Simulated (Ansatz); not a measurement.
Stepwise reaction of `N[SiH2][SiH](N)F` with hydrogen, as a gas-phase model of exchange steps in deposition or etching. ΔE in kJ/mol.

Gas-phase electronic energies from Ansatz, PBE0-D4/def2-TZVP geometries. CCSD(T)/CBS adds triple-zeta CCSD(T) − MP2 to the extrapolated MP2 energy (def2 sets, frozen cores). This one scheme is used for every species. DFT in def2-TZVPP. B3LYP here is the variant with VWN-RPA as its local correlation; programs differ in this. One conformer a species, not always the lowest.

```tsv
step	reaction	PBE-D4	B3LYP-D4	ωB97M-V	CCSD(T)/CBS
1	`N[SiH2][SiH](N)F` + H₂ → `N[SiH2][SiH2]F` + NH₃	51.3	52.7	54.1	51.9
```

**Question.** Give the row of step 2, `N[SiH2][SiH2]F` + H₂ → `F[SiH2][SiH3]` + NH₃. (Best estimate.)

**Answer.** Computed: 
```tsv
step	reaction	PBE-D4	B3LYP-D4	ωB97M-V	CCSD(T)/CBS
2	`N[SiH2][SiH2]F` + H₂ → `F[SiH2][SiH3]` + NH₃	13.8	17.5	17.2	16.4
```

**Question.** By hand: ΔE of the 2 steps together at CCSD(T)/CBS.

**Answer.** (51.9) + (16.4) = 68.3 kJ/mol, or 34.1 kJ/mol a step.

In ΔE each step is lower than the one before. All are uphill at CCSD(T)/CBS. PBE-D4 differs from CCSD(T)/CBS by -2.6 to -0.6 kJ/mol a step. Only this route is followed, and other bonds may react first. Isolated molecules leave out the surface, adducts and barriers. Largest T1 diagnostic: 0.012.
